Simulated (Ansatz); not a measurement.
trichloroethylene (C2HCl3), SMILES ClC=C(Cl)Cl.

The structure is a stationary point at B3LYP-D3(BJ)/def2-SVP.

Two levels are set side by side: PBE/def2-SVPD (Ansatz, a quantum-chemistry and plane-wave program) and CAM-B3LYP/def2-SVPD (Ansatz). Energy differences of separate SCF runs at the same geometry; the states with an electron removed or added have multiplicity 2 and 2. Differences are taken from unrounded values.

| quantity | PBE |
|---|---|
| vertical ionisation energy (eV) | 9.29 |
| vertical singlet–triplet gap (eV) | 3.69 |

Problem. These are the PBE values. What does CAM-B3LYP give? (An estimate is asked for; the answer gives what the named calculation found.)

Solution. 
```json
[
 {"quantity": "vertical ionisation energy (eV)", "CAM-B3LYP": "9.68", "PBE minus CAM-B3LYP": "-0.39"},
 {"quantity": "vertical singlet–triplet gap (eV)", "CAM-B3LYP": "3.67", "PBE minus CAM-B3LYP": "0.02"}
]
```
